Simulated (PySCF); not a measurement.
# Radial density of Cd⁴³⁺ (cadmium, charge +43)

UHF, [He] 2s2 2p1, 2P determinant. Computed with PySCF 2.14 in an even-tempered Gaussian basis (19 s from 18 bohr⁻², ratio 2.2; 12 p from 23 bohr⁻², ratio 2.2; 5 d from 91 bohr⁻², ratio 2.4; 5 f from 140 bohr⁻², ratio 2.4; 4 g from 200 bohr⁻², ratio 2.4), with the spin-free X2C one-electron Hamiltonian (Gaussian nucleus).

| r (bohr) | 4πr²ρ (e/bohr) | 4πr²(ρα − ρβ) |
| --- | --- | --- |
| 0.0270 | 50.97 | 1.5656 |
| 0.0454 | 26.71 | 4.9241 |
| 0.0763 | 23.83 | 8.8581 |
| 0.128 | 22.34 | 6.1462 |
| 0.216 | 3.735 | 0.8522 |
| 0.363 | 0.03558 | 0.0079 |

Densities and radii are taken from the X2C orbitals without a picture-change correction, which distorts them close to the nucleus.

Spin-orbit coupling, absent here, splits the open shell strongly.
